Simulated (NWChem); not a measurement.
System: BHOBrF; SMILES OB(F)Br

NWChem input:

```
start job
memory heap 200 mb stack 900 mb global 1100 mb
geometry units angstroms noautoz
  B      0.036263    -0.917708     0.000000
  F     -1.101006    -1.599528     0.000000
  Br    -0.030405     0.992381     0.000000
  O      1.222537    -1.538424     0.000000
  H      1.140136    -2.500076     0.000000
end
basis spherical
  * library def2-svp
end
dft
  xc xpbe96 cpbe96
  iterations 150
  vectors input atomic output neutral.movecs
end
task dft energy
charge 1
dft
  odft
  mult 2
  vectors input atomic output cation.movecs
end
task dft energy
```

Parts of the log:

```
             Northwest Computational Chemistry Package (NWChem) 7.3.0
             --------------------------------------------------------

 CS  symmetry detected

                             Geometry "geometry" -> ""
                             -------------------------

 Output coordinates in angstroms (scale by  1.889725989 to convert to a.u.)

  No.       Tag          Charge          X              Y              Z
 ---- ---------------- ---------- -------------- -------------- --------------
    1 B                    5.0000     0.01934064    -0.93436230     0.00000000
    2 F                    9.0000    -1.12852079    -1.59819468     0.00000000
    3 Br                  35.0000    -0.01725008     0.97653951     0.00000000
    4 O                    8.0000     1.19569620    -1.57367596     0.00000000
    5 H                    1.0000     1.09816688    -2.53391162     0.00000000

 Effective nuclear repulsion energy (a.u.)     223.2805053145

      Symmetry information
      --------------------

 Group name             Cs
 Group number              2
 Group order               2
 No. of unique centers     5

  pbe96 is a nonlocal functional; adding pw91lda local functional.

                                 NWChem DFT Module
                                 -----------------

 Summary of "ao basis" -> "ao basis" (spherical)
 ------------------------------------------------------------------------------
       Tag                 Description            Shells   Functions and Types
 ---------------- ------------------------------  ------  ---------------------
 B                          def2-svp                 6       14   3s2p1d
 F                          def2-svp                 6       14   3s2p1d
 Br                         def2-svp                12       32   5s4p3d
 O                          def2-svp                 6       14   3s2p1d
 H                          def2-svp                 3        5   2s1p

      Symmetry analysis of basis
      --------------------------

        a'         56
        a"         23

            General Information
            -------------------
          SCF calculation type: DFT
          Wavefunction type:  closed shell.
          No. of atoms     :     5
          No. of electrons :    58
           Alpha electrons :    29
            Beta electrons :    29
          Charge           :     0
          Spin multiplicity:     1
          Use of symmetry is: on ; symmetry adaption is: on
          Maximum number of iterations: 150
          AO basis - number of functions:    79
                     number of shells:    33
          Convergence on energy requested:  1.00D-06
          Convergence on density requested:  1.00D-05
          Convergence on gradient requested:  5.00D-04

              XC Information
              --------------
          PerdewBurkeErnzerhof Exchange Functional  1.000
            Perdew 1991 LDA Correlation Functional  1.000 local
           PerdewBurkeErnz. Correlation Functional  1.000 non-local

             Grid Information
             ----------------
          Grid used for XC integration:  medium
          Radial quadrature: Mura-Knowles
          Angular quadrature: Lebedev.
          Tag              B.-S. Rad. Rad. Pts. Rad. Cut. Ang. Pts.
          ---              ---------- --------- --------- ---------
          B                   0.85       49           7.0       434
          F                   0.50       49           8.0       434
          Br                  1.15      112          10.0       590
          O                   0.60       49           8.0       434
          H                   0.35       45          10.0       434
          Grid pruning is: on
          Number of quadrature shells:   304
          Spatial weights used:  Erf1

      Superposition of Atomic Density Guess
      -------------------------------------

 Sum of atomic energies:       -2771.07274743

      Non-variational initial energy
      ------------------------------

 Total energy =   -2772.241869
 1-e energy   =   -4301.278036
 2-e energy   =    1305.755662
 HOMO         =      -0.402374
 LUMO         =       0.082058

      Symmetry analysis of molecular orbitals - initial
      -------------------------------------------------

  Numbering of irreducible representations:

     1 a'          2 a"

  Orbital symmetries:

     1 a'          2 a'          3 a'          4 a'          5 a"
     6 a'          7 a'          8 a'          9 a'         10 a'
    11 a'         12 a"         13 a'         14 a'         15 a"
    16 a'         17 a"         18 a'         19 a'         20 a'
    21 a'         22 a'         23 a'         24 a"         25 a'
    26 a"         27 a'         28 a"         29 a'         30 a'
    31 a"         32 a'         33 a'         34 a'         35 a'
    36 a"         37 a'         38 a'         39 a'

   convergence    iter        energy       DeltaE   RMS-Dens  Diis-err
 ---------------- ----- ----------------- --------- --------- ---------
 d= 0,ls=0.0,diis     1  -2773.6546497589 -3.00D+03  1.95D-02  9.79D-01
 d= 0,ls=0.0,diis     2  -2773.5156585286  1.39D-01  1.15D-02  2.58D+00
 d= 0,ls=0.0,diis     3  -2773.7596820683 -2.44D-01  1.69D-03  4.55D-02
 d= 0,ls=0.0,diis     4  -2773.7624999474 -2.82D-03  1.05D-03  1.26D-02
 d= 0,ls=0.0,diis     5  -2773.7634725445 -9.73D-04  3.33D-04  2.44D-03
  Resetting Diis
 d= 0,ls=0.0,diis     6  -2773.7637034634 -2.31D-04  8.93D-05  7.79D-05
 d= 0,ls=0.0,diis     7  -2773.7637122959 -8.83D-06  2.55D-05  1.25D-06
 d= 0,ls=0.0,diis     8  -2773.7637120631  2.33D-07  1.66D-05  3.20D-06
 d= 0,ls=0.0,diis     9  -2773.7637124524 -3.89D-07  1.52D-06  3.92D-08

         Total DFT energy =    -2773.763712452397
      One electron energy =    -4303.259643643935
           Coulomb energy =     1420.490120028064
    Exchange-Corr. energy =     -114.274694151054
 Nuclear repulsion energy =      223.280505314529

 Numeric. integr. density =       57.999994647529

                  Occupations of the irreducible representations
                  ----------------------------------------------

                     irrep           alpha         beta
                     --------     --------     --------
                     a'               22.0         22.0
                     a"                7.0          7.0

                       DFT Final Molecular Orbital Analysis
                       ------------------------------------

 Vector   27  Occ=2.000000D+00  E=-3.325771D-01  Symmetry=a"
              MO Center=  6.2D-01, -1.5D+00, -7.8D-14, r^2= 1.6D+00
   Bfn.  Coefficient  Atom+Function         Bfn.  Coefficient  Atom+Function
  ----- ------------  ---------------      ----- ------------  ---------------
    66      0.537552  4 O  pz                69      0.374369  4 O  pz
    20      0.320367  2 F  pz                23     -0.227221  2 F  pz
     6     -0.147660  1 B  pz                42      0.089430  3 Br pz
    45      0.084842  3 Br pz                39     -0.059445  3 Br pz
     9      0.057696  1 B  pz                13     -0.043971  1 B  d  1

 Vector   28  Occ=2.000000D+00  E=-2.670507D-01  Symmetry=a"
              MO Center=  6.3D-02,  7.0D-01,  3.5D-14, r^2= 2.0D+00
   Bfn.  Coefficient  Atom+Function         Bfn.  Coefficient  Atom+Function
  ----- ------------  ---------------      ----- ------------  ---------------
    45      0.570759  3 Br pz                42      0.513212  3 Br pz
    39     -0.340959  3 Br pz                66     -0.190900  4 O  pz
    69     -0.142845  4 O  pz                36      0.110909  3 Br pz
    20      0.071680  2 F  pz                 6     -0.061880  1 B  pz
    23     -0.051695  2 F  pz                11      0.033425  1 B  d -1

 Vector   29  Occ=2.000000D+00  E=-2.575791D-01  Symmetry=a'
              MO Center= -2.5D-02,  8.4D-01, -5.6D-16, r^2= 1.7D+00
   Bfn.  Coefficient  Atom+Function         Bfn.  Coefficient  Atom+Function
  ----- ------------  ---------------      ----- ------------  ---------------
    43      0.583720  3 Br px                40      0.535918  3 Br px
    37     -0.354032  3 Br px                19     -0.122911  2 F  py
    34      0.115114  3 Br px                22      0.083211  2 F  py
    63     -0.071312  4 O  s                 65     -0.064223  4 O  py
    75      0.056440  5 H  s                 62     -0.048027  4 O  s

 Vector   30  Occ=0.000000D+00  E=-1.642441D-02  Symmetry=a"
              MO Center=  5.6D-02, -7.9D-01, -3.7D-14, r^2= 2.3D+00
   Bfn.  Coefficient  Atom+Function         Bfn.  Coefficient  Atom+Function
  ----- ------------  ---------------      ----- ------------  ---------------
     6      0.663408  1 B  pz                 9     -0.522924  1 B  pz
    45      0.296882  3 Br pz                66      0.295534  4 O  pz
    69      0.295930  4 O  pz                20     -0.254288  2 F  pz
    23      0.227303  2 F  pz                42      0.178655  3 Br pz
    57      0.115530  3 Br d -1              39     -0.114918  3 Br pz

 Vector   31  Occ=0.000000D+00  E= 3.973360D-03  Symmetry=a'
              MO Center=  6.8D-01, -1.8D+00, -7.4D-15, r^2= 4.2D+00
   Bfn.  Coefficient  Atom+Function         Bfn.  Coefficient  Atom+Function
  ----- ------------  ---------------      ----- ------------  ---------------
    76      0.958453  5 H  s                  3      0.753579  1 B  s
    63     -0.743325  4 O  s                 44      0.444672  3 Br py
    33     -0.279531  3 Br s                 68      0.247091  4 O  py
    32     -0.238867  3 Br s                 62     -0.201689  4 O  s
    17     -0.200190  2 F  s                 75      0.194062  5 H  s

 Vector   32  Occ=0.000000D+00  E= 6.511032D-02  Symmetry=a'
              MO Center=  2.4D-01, -1.1D+00,  2.4D-14, r^2= 4.8D+00
   Bfn.  Coefficient  Atom+Function         Bfn.  Coefficient  Atom+Function
  ----- ------------  ---------------      ----- ------------  ---------------
     3      1.244997  1 B  s                 76     -0.995069  5 H  s
    44      0.620018  3 Br py                33     -0.382649  3 Br s
     2      0.359437  1 B  s                 17     -0.359413  2 F  s
    68     -0.353937  4 O  py                32     -0.333230  3 Br s
    63      0.269186  4 O  s                  5     -0.266571  1 B  py

     Multipole analysis of the density
     ---------------------------------

     L   x y z        total         alpha         beta         nuclear
     -   - - -        -----         -----         ----         -------
     0   0 0 0     -0.000000    -29.000000    -29.000000     58.000000

     1   1 0 0      0.182476      0.091238      0.091238      0.000000
     1   0 1 0     -0.809305     -0.404652     -0.404652     -0.000000
     1   0 0 1     -0.000000     -0.000000     -0.000000      0.000000

     2   2 0 0    -27.095060    -56.610643    -56.610643     86.126227
     2   1 1 0     -2.011918      3.071028      3.071028     -8.153974
     2   1 0 1      0.000000      0.000000      0.000000      0.000000
     2   0 2 0    -19.897458   -165.223224   -165.223224    310.548989
     2   0 1 1     -0.000000     -0.000000     -0.000000      0.000000
     2   0 0 2    -24.835448    -12.417724    -12.417724      0.000000

                                 NWChem DFT Module
                                 -----------------

      Symmetry analysis of basis
      --------------------------

        a'         56
        a"         23

            General Information
            -------------------
          SCF calculation type: DFT
          Wavefunction type:  spin polarized.
          No. of atoms     :     5
          No. of electrons :    57
           Alpha electrons :    29
            Beta electrons :    28
          Charge           :     1
          Spin multiplicity:     2
          Use of symmetry is: on ; symmetry adaption is: on
          Maximum number of iterations: 150
          AO basis - number of functions:    79
                     number of shells:    33
          Convergence on energy requested:  1.00D-06
          Convergence on density requested:  1.00D-05
          Convergence on gradient requested:  5.00D-04

              XC Information
              --------------
          PerdewBurkeErnzerhof Exchange Functional  1.000
            Perdew 1991 LDA Correlation Functional  1.000 local
           PerdewBurkeErnz. Correlation Functional  1.000 non-local

             Grid Information
             ----------------
          Grid used for XC integration:  medium
          Radial quadrature: Mura-Knowles
          Angular quadrature: Lebedev.
          Tag              B.-S. Rad. Rad. Pts. Rad. Cut. Ang. Pts.
          ---              ---------- --------- --------- ---------
          B                   0.85       49           7.0       434
          F                   0.50       49           8.0       434
          Br                  1.15      112          10.0       590
          O                   0.60       49           8.0       434
          H                   0.35       45          10.0       434
          Grid pruning is: on
          Number of quadrature shells:   304
          Spatial weights used:  Erf1

      Superposition of Atomic Density Guess
      -------------------------------------

 Sum of atomic energies:       -2771.07274743

 Renormalizing density from      58.00 to     57

      Non-variational initial energy
      ------------------------------

 Total energy =   -2742.719804
 1-e energy   =   -4227.118070
 2-e energy   =    1261.117760
 HOMO         =      -0.797912
 LUMO         =      -0.219901

   Symmetry analysis of molecular orbitals - initial alpha
   -------------------------------------------------------

  Numbering of irreducible representations:

     1 a'          2 a"

  Orbital symmetries:

     1 a'          2 a'          3 a'          4 a'          5 a"
     6 a'          7 a'          8 a'          9 a'         10 a'
    11 a"         12 a'         13 a'         14 a'         15 a"
    16 a'         17 a"         18 a'         19 a'         20 a'
    21 a'         22 a'         23 a'         24 a"         25 a'
    26 a'         27 a"         28 a'         29 a"         30 a'
    31 a"         32 a'         33 a'         34 a'         35 a'
    36 a"         37 a'         38 a'         39 a'

   Symmetry analysis of molecular orbitals - initial beta
   ------------------------------------------------------

  Numbering of irreducible representations:

     1 a'          2 a"

  Orbital symmetries:

     1 a'          2 a'          3 a'          4 a'          5 a"
     6 a'          7 a'          8 a'          9 a'         10 a'
    11 a"         12 a'         13 a'         14 a'         15 a"
    16 a'         17 a"         18 a'         19 a'         20 a'
    21 a'         22 a'         23 a'         24 a"         25 a'
    26 a'         27 a"         28 a'         29 a"         30 a'
    31 a"         32 a'         33 a'         34 a'         35 a'
    36 a"         37 a'         38 a'         39 a'

[...]
```

Level: PBE/def2-SVP, vertical spin-unrestricted ions. All runs use the structure optimised with PBE0/def2-SVP.
